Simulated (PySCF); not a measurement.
Correlation energy of Ti¹²⁺ (titanium, charge +12)

Starting occupation: [Ne]. All numbers are calculated (PySCF 2.14, X2C-1e with screened-nucleus spin-orbit coupling, Gaussian nucleus, in an even-tempered Gaussian basis (18 s from 0.43 bohr⁻², ratio 2.6; 12 p from 0.55 bohr⁻², ratio 2.6; 6 d from 0.57 bohr⁻², ratio 2.8; 3 f from 22 bohr⁻², ratio 2.8)). Frozen: 1s2; 8 electrons correlated; the 44 highest virtual spinors left out.

MP2 pair energies summed by pair of shells (mhartree):

| pair | energy | share (%) |
| --- | --- | --- |
| 2p1/2-2p3/2 | -95.26 | 33.5 |
| 2p3/2-2p3/2 | -90.79 | 31.9 |
| 2p3/2-2s1/2 | -43.71 | 15.4 |
| 2p1/2-2s1/2 | -21.95 | 7.7 |
| 2p1/2-2p1/2 | -21.70 | 7.6 |
| 2s1/2-2s1/2 | -11.08 | 3.9 |

Total MP2 correlation energy: -284.47 mhartree.

The virtual space was cut to 44 spinors, which keep -216.64 of the -284.47 mhartree of MP2 correlation.

| level | correlation energy (mhartree) |
| --- | --- |
| CCSD | -219.20 |
| (T) | -0.12 |
| CCSD(T) | -219.32 |

Diagnostics: T1 = 0.00032, largest double amplitude 0.008.

Cost of the coupled-cluster step: about 10 core-seconds, for 8 occupied and 44 virtual spinors.

Iterations:

```
Init t2, MP2 energy = -0.216644346130424
CCSD nocc = 8, nmo = 52
Init t2, MP2 energy = -0.216644346130424
Init E_corr(GCCSD) = -0.216644346130424
cycle = 1  E_corr(GCCSD) = -0.219040920178174  dE = -0.00239657405  norm(t1,t2) = 0.00170746
cycle = 2  E_corr(GCCSD) = -0.219184985029965  dE = -0.000144064852  norm(t1,t2) = 0.00013893
cycle = 3  E_corr(GCCSD) = -0.219195754010603  dE = -1.07689806e-05  norm(t1,t2) = 1.47486e-05
cycle = 4  E_corr(GCCSD) = -0.219195681800251  dE = 7.22103512e-08  norm(t1,t2) = 2.56639e-07
cycle = 5  E_corr(GCCSD) = -0.219195671710086  dE = 1.00901654e-08  norm(t1,t2) = 1.7972e-08
cycle = 6  E_corr(GCCSD) = -0.219195671797384  dE = -8.72984462e-11  norm(t1,t2) = 6.65444e-10
GCCSD converged
E(GCCSD) = -795.2340374849936  E_corr = -0.2191956717973844
```

The coupled-cluster values are those of the cut space; adding the MP2 remainder, -67.83 mhartree, estimates the full space.
